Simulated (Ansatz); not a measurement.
Nudged elastic band run: CH9AlN2O

Input file:

```yaml
crystal:
  periodic: [false, false, false]
  atoms:
    - { symbol: Al, position_ang: [-0.275929, -1.079077, -0.22105] }
    - { symbol: H, position_ang: [0.558336, -2.372346, -0.722971] }
    - { symbol: "N", position_ang: [-1.584125, -0.182439, -1.139588] }
    - { symbol: "N", position_ang: [-0.372561, -0.942534, 1.600016] }
    - { symbol: H, position_ang: [2.028054, -0.162915, -0.262937] }
    - { symbol: O, position_ang: [1.214877, 0.230935, -0.646898] }
    - { symbol: C, position_ang: [1.011315, 1.550457, -0.058279] }
    - { symbol: H, position_ang: [-1.580911, -0.186298, -2.162435] }
    - { symbol: H, position_ang: [-2.553305, -0.290935, -0.832931] }
    - { symbol: H, position_ang: [-1.076204, -0.368199, 2.068111] }
    - { symbol: H, position_ang: [-0.197604, -1.768787, 2.174424] }
    - { symbol: H, position_ang: [1.839035, 2.214485, -0.356036] }
    - { symbol: H, position_ang: [0.056519, 1.895532, -0.477192] }
    - { symbol: H, position_ang: [0.932302, 1.462221, 1.037864] }
basis:
  gaussian: { orbitals: "6-31G*" }
hamiltonian:
  xc: pbe
  dispersion: d4
neb:
  order_check: false
  images: 7
  f_tol: 0.5
  max_iterations: 60
  final_atoms:
    - { symbol: Al, position_ang: [-0.8776214, -0.19526351, 0.00147098] }
    - { symbol: H, position_ang: [2.33593307, -1.53810918, -1.30744947] }
    - { symbol: "N", position_ang: [-2.14724501, -0.68788782, -1.15145641] }
    - { symbol: "N", position_ang: [-0.9170291, -0.65946944, 1.72817262] }
    - { symbol: H, position_ang: [1.81264417, -1.00263846, -1.21759857] }
    - { symbol: O, position_ang: [0.38675281, 0.81166287, -0.61154958] }
    - { symbol: C, position_ang: [1.35183406, 1.5308449, 0.13011545] }
    - { symbol: H, position_ang: [-2.19585922, -0.34255827, -2.10850038] }
    - { symbol: H, position_ang: [-2.80691654, -1.45011185, -1.00981901] }
    - { symbol: H, position_ang: [-1.69918698, -1.12388273, 2.18630943] }
    - { symbol: H, position_ang: [-0.1353141, -0.56198511, 2.37416821] }
    - { symbol: H, position_ang: [2.35338044, 1.06750079, 0.01650564] }
    - { symbol: H, position_ang: [1.4156848, 2.57061937, -0.24661885] }
    - { symbol: H, position_ang: [1.12274201, 1.58137843, 1.21634793] }
  initial_path:
    images:
      - { positions_ang: [[-0.275929, -1.079077, -0.22105], [0.558336, -2.372346, -0.722971], [-1.584125, -0.182439, -1.139588], [-0.372561, -0.942534, 1.600016], [2.028054, -0.162915, -0.262937], [1.214877, 0.230935, -0.646898], [1.011315, 1.550457, -0.058279], [-1.580911, -0.186298, -2.162435], [-2.553305, -0.290935, -0.832931], [-1.076204, -0.368199, 2.068111], [-0.197604, -1.768787, 2.174424], [1.839035, 2.214485, -0.356036], [0.056519, 1.895532, -0.477192], [0.932302, 1.462221, 1.037864]] }
      - { positions_ang: [[-0.38562255, -1.00436988, -0.155126], [0.67498397, -2.14772716, -0.70857482], [-1.66489471, -0.31601186, -1.17264142], [-0.50437516, -1.03545936, 1.63164893], [1.81599075, -0.25138875, -0.32284762], [1.13010184, 0.34516707, -0.53119405], [1.15284578, 1.63361309, -0.06575752], [-1.63733292, -0.18571727, -2.15286936], [-2.61038709, -0.52309311, -0.95181955], [-1.18687695, -0.78303701, 2.07187551], [-0.23186975, -1.56906534, 2.25382824], [1.9355056, 2.16230708, -0.50809818], [0.26290795, 2.10315264, -0.37068038], [1.24882224, 1.57172985, 0.9823542]] }
      - { positions_ang: [[-0.49531611, -0.92966275, -0.08920199], [0.79163194, -1.92310831, -0.69417865], [-1.74566442, -0.44958472, -1.20569484], [-0.63618932, -1.12838472, 1.66328186], [1.60392751, -0.3398625, -0.38275825], [1.04532668, 0.45939915, -0.41549009], [1.29437657, 1.71676918, -0.07323604], [-1.69375485, -0.18513654, -2.14330371], [-2.66746917, -0.75525122, -1.07070809], [-1.2975499, -1.19787503, 2.07564002], [-0.26613551, -1.36934367, 2.33323249], [2.03197619, 2.11012916, -0.66016036], [0.4692969, 2.31077328, -0.26416875], [1.56534249, 1.6812387, 0.92684441]] }
      - { positions_ang: [[-0.60500966, -0.85495563, -0.02327799], [0.90827991, -1.69848947, -0.67978247], [-1.82643413, -0.58315758, -1.23874826], [-0.76800348, -1.22131008, 1.69491479], [1.39186426, -0.42833625, -0.44266887], [0.96055151, 0.57363122, -0.29978614], [1.43590735, 1.79992527, -0.08071456], [-1.75017677, -0.18455581, -2.13373807], [-2.72455126, -0.98740934, -1.18959664], [-1.40822284, -1.61271304, 2.07940453], [-0.30040126, -1.16962201, 2.41263673], [2.12844679, 2.05795124, -0.81222253], [0.67568585, 2.51839393, -0.15765713], [1.88186273, 1.79074754, 0.87133461]] }
      - { positions_ang: [[-0.71470321, -0.78024851, 0.04264601], [1.02492788, -1.47387062, -0.66538629], [-1.90720384, -0.71673044, -1.27180168], [-0.89981764, -1.31423543, 1.72654772], [1.17980102, -0.51681, -0.5025795], [0.87577635, 0.68786329, -0.18408219], [1.57743813, 1.88308136, -0.08819308], [-1.8065987, -0.18397507, -2.12417242], [-2.78163335, -1.21956745, -1.30848518], [-1.51889579, -2.02755105, 2.08316904], [-0.33466701, -0.96990034, 2.49204097], [2.22491739, 2.00577331, -0.96428471], [0.8820748, 2.72601457, -0.0511455], [2.19838298, 1.90025639, 0.81582481]] }
      - { positions_ang: [[-0.75543276, -0.63400226, 0.03235226], [1.35267918, -1.48993026, -0.82590209], [-1.96721413, -0.70951979, -1.24171536], [-0.90412051, -1.15054394, 1.72695394], [1.33801181, -0.63826711, -0.68133426], [0.75352047, 0.71881318, -0.29094904], [1.52103712, 1.79502224, -0.03361594], [-1.90391383, -0.22362087, -2.12025441], [-2.78795415, -1.27720355, -1.23381864], [-1.56396859, -1.80163397, 2.10895414], [-0.28482878, -0.86792154, 2.46257278], [2.25703315, 1.77120518, -0.71908712], [1.0154773, 2.68716577, -0.10001384], [1.92947274, 1.8205369, 0.91595559]] }
      - { positions_ang: [[-0.79616231, -0.48775601, 0.0220585], [1.68043048, -1.5059899, -0.98641788], [-2.02722442, -0.70230913, -1.21162904], [-0.90842337, -0.98685244, 1.72736017], [1.49622259, -0.75972423, -0.86008903], [0.63126458, 0.74976308, -0.39781589], [1.4646361, 1.70696313, 0.02096119], [-2.00122896, -0.26326667, -2.1163364], [-2.79427494, -1.33483965, -1.15915209], [-1.60904139, -1.57571689, 2.13473923], [-0.23499056, -0.76594273, 2.43310459], [2.28914891, 1.53663705, -0.47388954], [1.1488798, 2.64831697, -0.14888218], [1.66056249, 1.74081741, 1.01608637]] }
      - { positions_ang: [[-0.83689185, -0.34150976, 0.01176474], [2.00818177, -1.52204954, -1.14693367], [-2.08723472, -0.69509847, -1.18154273], [-0.91272623, -0.82316094, 1.7277664], [1.65443338, -0.88118135, -1.0388438], [0.50900869, 0.78071297, -0.50468273], [1.40823508, 1.61890401, 0.07553832], [-2.09854409, -0.30291247, -2.11241839], [-2.80059574, -1.39247575, -1.08448555], [-1.65411418, -1.34979981, 2.16052433], [-0.18515233, -0.66396392, 2.4036364], [2.32126467, 1.30206892, -0.22869195], [1.2822823, 2.60946817, -0.19775051], [1.39165225, 1.66109792, 1.11621715]] }
      - { positions_ang: [[-0.8776214, -0.19526351, 0.00147098], [2.33593307, -1.53810918, -1.30744947], [-2.14724501, -0.68788782, -1.15145641], [-0.9170291, -0.65946944, 1.72817262], [1.81264417, -1.00263846, -1.21759857], [0.38675281, 0.81166287, -0.61154958], [1.35183406, 1.5308449, 0.13011545], [-2.19585922, -0.34255827, -2.10850038], [-2.80691654, -1.45011185, -1.00981901], [-1.69918698, -1.12388273, 2.18630943], [-0.1353141, -0.56198511, 2.37416821], [2.35338044, 1.06750079, 0.01650564], [1.4156848, 2.57061937, -0.24661885], [1.12274201, 1.58137843, 1.21634793]] }
```

Run as:

```bash
$ ansatz run input.yaml --threads 2 --pin off --max-ram 3072MiB --backend cpu --events-out ev --progress --plain --runs-dir out
```

Output, in part (warnings, iteration lines, the closing report on the highest movable image, with atoms numbered from 0):

```
NEB end point (image 0): max|allowed force component| = 2.594e-2 eV/Å (the criterion of neb.relax_end_points is 1.000e-1)
NEB end point (image 8): max|allowed force component| = 2.990e-2 eV/Å (the criterion of neb.relax_end_points is 1.000e-1)
NEB iter   1: max|band force component| = 2.484e1 eV/Å  barrier→ = 5.9526 eV  barrier← = 6.2829 eV  Δτ_max = 0.2000 Å  (254 SCF iters)
NEB iter   2: max|band force component| = 2.471e0 eV/Å  barrier→ = 1.1421 eV  barrier← = 1.4724 eV  Δτ_max = 0.2000 Å  (217 SCF iters)
NEB iter   3: max|band force component| = 3.487e0 eV/Å  barrier→ = 0.8373 eV  barrier← = 1.1677 eV  Δτ_max = 0.1006 Å  (217 SCF iters)
NEB iter   4: max|band force component| = 8.754e-1 eV/Å  barrier→ = 0.6934 eV  barrier← = 1.0237 eV  Δτ_max = 0.1516 Å  (203 SCF iters)
NEB iter   5: max|band force component| = 5.892e-1 eV/Å  barrier→ = 0.6337 eV  barrier← = 0.9640 eV  Δτ_max = 0.2000 Å  (206 SCF iters)
NEB iter   6: max|band force component| = 1.084e0 eV/Å  barrier→ = 0.4103 eV  barrier← = 0.7406 eV  Δτ_max = 0.1003 Å  (210 SCF iters)
NEB iter   7: max|band force component| = 4.761e-1 eV/Å  barrier→ = 0.3415 eV  barrier← = 0.6718 eV  CI = image 3  Δτ_max = 0.0000 Å  (408 SCF iters)
Total energy: -12797.25777337 eV, -470.2905488785 hartree
Atom 0 at    -0.442277    -0.946656    -0.099574 Å, force     0.019182    -0.182893    -0.088463 eV/Å
Atom 1 at     0.848670    -1.827317    -0.675947 Å, force    -0.150151    -0.092178     0.014214 eV/Å
Atom 2 at    -1.816576    -0.595288    -1.226166 Å, force     0.065435     0.000520    -0.001796 eV/Å
Atom 3 at    -0.851129    -0.992022     1.672249 Å, force     0.076665     0.099797    -0.075827 eV/Å
Atom 4 at     1.626084    -0.190524    -0.634222 Å, force     0.140705     0.286854     0.026772 eV/Å
Atom 5 at     0.932517     0.484983    -0.415370 Å, force     0.096869     0.153195     0.037094 eV/Å
Atom 6 at     1.431203     1.782109    -0.002862 Å, force    -0.111386    -0.181650    -0.063508 eV/Å
Atom 7 at    -1.697704    -0.679266    -2.235197 Å, force    -0.022391    -0.055345    -0.027126 eV/Å
Atom 8 at    -2.797947    -0.734311    -0.993669 Å, force    -0.050497     0.058834     0.045649 eV/Å
Atom 9 at    -1.723438    -1.422444     1.979544 Å, force    -0.038486     0.047231     0.059589 eV/Å
Atom 10 at    -0.122801    -1.217071     2.350531 Å, force    -0.017870    -0.068870     0.051089 eV/Å
Atom 11 at     2.003153     2.228054    -0.829962 Å, force     0.040794     0.043998    -0.024568 eV/Å
Atom 12 at     0.552468     2.402843     0.211202 Å, force    -0.063810    -0.046097    -0.002470 eV/Å
Atom 13 at     2.057574     1.707010     0.899540 Å, force     0.014941    -0.063397     0.049351 eV/Å
Dipole moment:     0.439614     0.430318     0.042020 e Å
```

The forces met the threshold. The threshold of 0.5 eV/Å is loose, so the images may lie well off the minimum-energy path. The order of the stationary point at the top wasn't checked. The orbitals stay closed-shell, which can raise the energy where a bond breaks towards radicals; this wasn't checked here.

Final band (atoms are numbered from 1 in the order of the input):

| image | path coordinate (Å) | energy (kJ/mol) | Al1–H2 (Å) | H5–O6 (Å) | H2–H5 (Å) |
| --- | --- | --- | --- | --- | --- |
| 0 | 0.00 | 0.0 | 1.62 | 0.98 | 2.69 |
| 1 | 0.93 | 4.1 | 1.63 | 0.98 | 2.42 |
| 2 | 1.87 | 15.2 | 1.63 | 0.98 | 2.19 |
| 3 | 2.80 | 32.9 | 1.67 | 0.99 | 1.81 |
| 4 | 3.73 | 27.5 | 2.04 | 1.56 | 0.83 |
| 5 | 4.67 | -19.7 | 2.78 | 2.20 | 0.76 |
| 6 | 5.61 | -27.6 | 3.25 | 2.48 | 0.75 |
| 7 | 6.54 | -30.7 | 3.49 | 2.47 | 0.75 |
| 8 | 7.48 | -31.9 | 3.72 | 2.39 | 0.75 |

The run took 2.3 min on 2 threads of Arm Neoverse V1, with other jobs on the host, peak memory 0.15 GiB.
